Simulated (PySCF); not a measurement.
Compound: CH4Cl3N2Si2 (doublet state).
Cartesian coordinates in Å at the GFN2-xTB level; atoms count from 1:
```
atom  x, y, z in Å
Cl1    2.4481    2.2504    0.5112
C2     1.8589    0.7067   -0.1212
Cl3    1.6857    0.8321   -1.8758
Cl4    3.0664   -0.5456    0.2407
Si5    0.2018    0.2287    0.7338
N6    -1.1659    1.0312    0.1097
Si7   -2.1602   -0.3441   -0.2311
N8    -0.5922   -1.1780    0.0052
H9     0.5018   -0.0583    2.1250
H10   -3.0138   -0.8377    0.8329
H11   -2.6667   -0.4244   -1.5884
H12   -0.1628   -1.6616   -0.7681
```

The hyperfine couplings belong to this conformer and change with its torsions.

Identity: `ClC(Cl)(Cl)[Si@H]1[N][SiH2]N1` [radical].

The calculation used UKS B3LYP, pcH-1 on C Cl H N Si, non-relativistic, mean-field spin-orbit, GIAO (PySCF 2.14.0). The structure is a single GFN2-xTB conformer in the gas phase; no vibrational or solvent corrections. Couplings are sensitive to structure, and on GFN2-xTB geometries they can be far from those on DFT ones. No stability test was run, so a lower SCF solution isn't excluded.

**Question.** Match the computed a_iso(29Si) values +39.8, +33.2 MHz with the sites Si5; Si7.

**Answer.** 
| site | a_iso (MHz) | ρ(0) (bohr⁻³) | position | distance from N6 (Å) | spin population | largest \|T\| (MHz) |
| --- | --- | --- | --- | --- | --- | --- |
| Si5 | +39.8 | -0.0448 | 1 bond from N6 | 1.70 | -0.03 | 6.2 |
| Si7 | +33.2 | -0.0375 | 1 bond from N6 | 1.73 | -0.03 | 5.3 |

**Question.** Match the computed a_iso(14N) values +30.0, +12.7 MHz with the sites N6; N8.

**Answer.** 
```tsv
site	a_iso (MHz)	ρ(0) (bohr⁻³)	position	distance from N6 (Å)	spin population	largest |T| (MHz)
N6	+30.0	+0.0924	largest spin population	0.00	+0.74	67.2
N8	+12.7	+0.0392	2 bonds from N6	2.28	+0.32	33.9
```

ρ(0) is the spin density at the nucleus and T the dipolar tensor; a_iso includes a spin–orbit part. Largest spin populations (Mulliken): N6 (+0.74) and N8 (+0.32).
